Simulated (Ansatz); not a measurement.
The same path of Cl2GaH2N + H (7 atoms, charge 0, multiplicity 2) was run twice with different band settings. Lost on the way: Ga1–Cl2. Made: Cl2–H7.

Method: Ansatz 0.2.0, UKS B3LYP-D4/def2-SVP.

Relaxed end points:

```xyz
7
Properties=species:S:1:pos:R:3
Ga 0.022 -0.143 -0.054
Cl -0.094 -1.138 1.847
N 1.600 0.027 -0.895
H 2.473 -0.323 -0.518
H 1.705 0.487 -1.792
Cl -1.773 0.635 -0.935
H 0.060 0.455 4.451
```

```xyz
7
Properties=species:S:1:pos:R:3
Ga 0.017 -0.751 -0.318
Cl 0.326 -0.539 2.873
N 1.542 -0.025 -1.079
H 2.367 -0.616 -1.161
H 1.809 0.902 -0.745
Cl -1.492 0.816 0.230
H -0.576 0.213 2.304
```

Common settings: movable images 5; climbing image yes; spring 5.0 eV/Å²; optimiser quadratic models (default); start path through a guess of the saddle point; iteration limit 60; end points relaxed.

| run | force threshold |
| --- | --- |
| 1 | 0.03 eV/Å |
| 2 | 0.2 eV/Å |

(1) What does each run give, and how far can it be trusted?

## Answers

(1) Run 1: converged after 52 iterations, highest image 0.422 eV above the first end. A vibrational analysis at the climbing image gives one clearly imaginary mode, 692i cm⁻¹: a first-order saddle point.
Run 2: converged after 21 iterations, highest image 0.446 eV above the first end. The threshold of 0.2 eV/Å is loose, so the images may lie well off the minimum-energy path. The profile has 2 maxima (images 1, 3) with wells between them (image 2): this band takes more than one step, which may be the mechanism or a detour left from its start path. The order of the point at the top wasn't checked.
